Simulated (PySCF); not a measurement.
**Correlation energy of Br²⁺ (bromine, charge +2)**

[Ar] 3d10 4s2 4p3, high-spin 4S determinant. Calculation: PySCF 2.14, in cc-pVDZ-PP with ECP10MDF; scalar relativity through the core potential. Frozen: 3s2 3p6 3d10; 5 electrons correlated.

MP2 pair energies summed by pair of shells (mhartree):

| pair | energy | share (%) |
| --- | --- | --- |
| 4s-4p | -38.18 | 66.6 |
| 4p-4p | -13.65 | 23.8 |
| 4s-4s | -5.53 | 9.6 |

Total MP2 correlation energy: -57.36 mhartree.

Same-spin part -14.99 and opposite-spin part -42.37 mhartree; SCS-MP2 scales them by 1/3 and 6/5 to -55.84 mhartree.

```tsv
level	correlation energy (mhartree)
CCSD	-71.98
(T)	-0.55
CCSD(T)	-72.53
```

Diagnostics: T1 = 0.0010, D1 = 0.0017, largest double amplitude 0.058.

Cost of the coupled-cluster step: 0.07 s of wall time on 1 thread of Neoverse-V2 (shared host), for 5 correlated electrons.

Iterations:

```
CC2 = 0
CCSD nocc = (np.int64(4), np.int64(1)), nmo = (14, 14)
frozen orbitals [[0, 1, 2, 3, 4, 5, 6, 7, 8], [0, 1, 2, 3, 4, 5, 6, 7, 8]]
max_cycle = 100
direct = 0
conv_tol = 1e-08
conv_tol_normt = 1e-06
diis_space = 8
diis_start_cycle = 0
Init t2, MP2 energy = -0.0573604420967056
Init E_corr(UCCSD) = -0.0573604421004517
cycle = 1  E_corr(UCCSD) = -0.0688651765421916  dE = -0.0115047344  norm(t1,t2) = 0.0333972
cycle = 2  E_corr(UCCSD) = -0.0712189474374815  dE = -0.0023537709  norm(t1,t2) = 0.00848578
cycle = 3  E_corr(UCCSD) = -0.0719911914712091  dE = -0.000772244034  norm(t1,t2) = 0.00262141
cycle = 4  E_corr(UCCSD) = -0.0719785229914111  dE = 1.26684798e-05  norm(t1,t2) = 0.000245563
cycle = 5  E_corr(UCCSD) = -0.0719788684553911  dE = -3.4546398e-07  norm(t1,t2) = 2.18748e-05
cycle = 6  E_corr(UCCSD) = -0.0719786880241356  dE = 1.80431256e-07  norm(t1,t2) = 3.78368e-06
cycle = 7  E_corr(UCCSD) = -0.0719787903820343  dE = -1.02357899e-07  norm(t1,t2) = 3.4694e-07
cycle = 8  E_corr(UCCSD) = -0.0719787747431356  dE = 1.56388987e-08  norm(t1,t2) = 7.19977e-08
cycle = 9  E_corr(UCCSD) = -0.0719787711432373  dE = 3.59989831e-09  norm(t1,t2) = 2.85403e-08
UCCSD converged
E(UCCSD) = -414.4092550889303  E_corr = -0.07197877114323729
UCCSD(T) correction = -0.00055021557122669
```
